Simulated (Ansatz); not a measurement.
A run for Ansatz (a program for electronic structure): U-B3LYP/def2-TZVPP on CH4Sn (SMILES [CH3][SnH]), a point of a bond scan (R = 4.826 Å). Elements past Kr take the def2 small-core potentials; no spin–orbit coupling.

Ansatz 0.2 input:
```yaml
crystal:
  periodic: [false, false, false]
  atoms:
    - {symbol: Sn, position_ang: [0.00983745, 0.25050043, 0.24518718]}
    - {symbol: H, position_ang: [-0.95077762, 3.39032085, -3.29191207]}
    - {symbol: C, position_ang: [-0.01334196, -1.45640015, -1.15807253]}
    - {symbol: H, position_ang: [0.73724523, -1.29419038, -1.93601312]}
    - {symbol: H, position_ang: [-0.98669425, -1.50317430, -1.65333226]}
    - {symbol: H, position_ang: [0.18357434, -2.40265271, -0.65672900]}
basis:
  gaussian:
    orbitals: def2-TZVPP
hamiltonian:
  xc: {name: B3LYP}
magnetization: {spin_polarized: true, initial_magnetization: 0}
```

The head of its log:

```
WARN ansatz: RAYON_NUM_THREADS=1 ignored (pool sized by the plan → 1); use --threads N
Functional definition: B3LYP
integrals: 0.04 GiB planned
848 factors; their error is unknown
mean field: 0.52 GiB planned
mean field evaluation 1: about -6918.9864 eV, gradient 4.4e1 eV
mean field evaluation 2: about -6860.7321 eV, gradient 9.0e1 eV
```

**Question.** Predict the final total energy.

**Answer.** -254.7731 hartree. Its determinant has ⟨S²⟩ = 0.97, a mixture of spin states.
